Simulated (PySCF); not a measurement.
Ionisation energy of Si⁺ by level of theory

Si⁺ [Ne] 3s2 3p1 (2P) → Si²⁺ [Ne] 3s2 (1S), as a difference of total energies. Computed with PySCF 2.14 in aug-cc-pV(Q+d)Z (7s6p5d3f2g, 89 functions), with no relativity, point nucleus. Correlated levels: valence: [Ne] frozen. The calculations carry no spin-orbit coupling.

```tsv
method	ionisation energy (eV)	plus first-order spin-orbit estimate	error of that sum (eV)
UHF	15.845	15.865	-0.481
MP2 (valence)	16.137	16.157	-0.189
SCS-MP2 (valence)	16.129	16.149	-0.197
CCSD (valence)	16.237	16.258	-0.088
CCSD(T) (valence)	16.270	16.290	-0.056
```

Reference: 16.346 eV (measured; NIST Atomic Spectra Database, ionization energies).

A first-order spin-orbit estimate (lowest level to lowest level, LS coupling) adds 0.020 eV.

Errors of the correlated levels include the incompleteness of this basis and the frozen core.
